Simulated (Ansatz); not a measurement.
The same molecule with X = O, S, Se. Ansatz, PBE0-D4/def2-TZVP geometries, multiplicity 1. Each molecule was computed in one conformer, which needn't be the lowest.

Scalar relativity is left out up to krypton.

| X | molecule | mean X–B bond length / Å | mean X–H bond length / Å | LUMO energy (PBE/def2-TZVPP) / eV | zero-point energy (PBE0-D4/def2-TZVP) / kJ/mol | LUMO energy (PBE0/def2-TZVPP) / eV |
| --- | --- | --- | --- | --- | --- | --- |
| S | `C[BH-](C)[SH2+]` | 2.083 | 1.346 | -1.24 | 275.9 | -0.23 |
| Se | `C[BH-](C)[SeH2+]` | 2.281 | 1.471 | -1.43 | 269.4 | -0.51 |

Q: Give the row for X = O, `C[BH-](C)[OH2+]`. (Best estimate.)

A: Ansatz gave: 
| X | molecule | mean X–B bond length / Å | mean X–H bond length / Å | LUMO energy (PBE/def2-TZVPP) / eV | zero-point energy (PBE0-D4/def2-TZVP) / kJ/mol | LUMO energy (PBE0/def2-TZVPP) / eV |
| --- | --- | --- | --- | --- | --- | --- |
| O | `C[BH-](C)[OH2+]` | 1.760 | 0.965 | -1.02 | 294.1 | -0.10 |

From O to Se the mean X–B bond length rises at each step, by 0.521 Å in all; the mean X–H bond length rises at each step, by 0.506 Å in all; the LUMO energy (PBE/def2-TZVPP) falls at each step, by 0.41 eV in all; the zero-point energy (PBE0-D4/def2-TZVP) falls at each step, by 24.7 kJ/mol in all; the LUMO energy (PBE0/def2-TZVPP) falls at each step, by 0.41 eV in all. Bonds lengthen as the atom grows down the group.
